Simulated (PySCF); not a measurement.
PmN: from constants to spectrum

PBE constants of PmN, quintet, about 4.6 electrons in the 4f shell (Mulliken), real f orbitals that mix terms (basis Pm x2c-SVPall, N x2c-SVPall; spin-free X2C with a Gaussian nucleus; PySCF 2.14; masses 144.9127 and 14.0031 u):

| Property | Result |
| --- | --- |
| ωe | 816.3 cm⁻¹ |
| ωexe | 6.99 cm⁻¹ |
| Be | 0.42609 cm⁻¹ |
| αe | 0.00364 cm⁻¹ |
| D (centrifugal) | 4.64e-07 cm⁻¹ |
| De to Pm (4f5 6s2) + N | 4.45 eV |

Problem. Give the vibrational terms G(v) and spacings up to v = 6.

Solution. G(v) = ωe(v+½) − ωexe(v+½)².

```tsv
v	G(v) (cm⁻¹)	G(v) − G(v−1)	Bv (cm⁻¹)
0	406		0.4243
1	1209	802	0.4206
2	1997	788	0.4170
3	2771	774	0.4134
4	3532	760	0.4097
5	4278	746	0.4061
6	5011	732	0.4024
```

Problem. How well does the Morse estimate ωe²/(4ωexe) reproduce De, and what is D0?

Solution. It gives 2.95 eV, 66 % of the computed De. D0 = De − G(0) = 4.45 − 0.05 = 4.40 eV.

These are scalar-relativistic numbers at best; spin–orbit coupling would shift them, the dissociation energy most. The state is the lowest single determinant that the PBE0 search found; with open d or f shells the true ground state can be another one.
